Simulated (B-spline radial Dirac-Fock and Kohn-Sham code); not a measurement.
## What relativity does to the binding energies of Ru⁶⁺

System: the Ru⁶⁺ ion, [Kr] 4d2.

Both columns are ΔSCF binding energies of the configuration average from a radial atomic solver: non-relativistic Hartree-Fock with a point nucleus, and Dirac-Fock with a finite nucleus and the Coulomb interaction alone, averaged over the two j levels with weights 2j+1.

| shell | Hartree-Fock (eV) | Dirac-Fock (eV) | shift (eV) | shift (%) |
| --- | --- | --- | --- | --- |
| 1s | 21687.4 | 22287.9 | +600.43 | +2.77 |
| 2s | 3202.3 | 3345.2 | +142.87 | +4.46 |
| 2p | 2956.7 | 2995.5 | +38.72 | +1.31 |
| 3s | 667.8 | 695.8 | +27.95 | +4.18 |
| 3p | 570.6 | 578.2 | +7.62 | +1.34 |
| 3d | 392.3 | 387.5 | -4.81 | -1.23 |
| 4s | 173.7 | 178.7 | +5.09 | +2.93 |
| 4p | 139.9 | 141.0 | +1.10 | +0.78 |
| 4d | 92.51 | 91.68 | -0.84 | -0.91 |

Relativity binds 1s, 2s, 2p, 3s, 3p, 4s, 4p more strongly, among those listed most of all 2s in relative terms, and 3d, 4d more weakly, because the contracted s and p shells screen the nucleus better.

Values without a named source are computed, but for edge energies of neutral atoms, which are taken from tables.
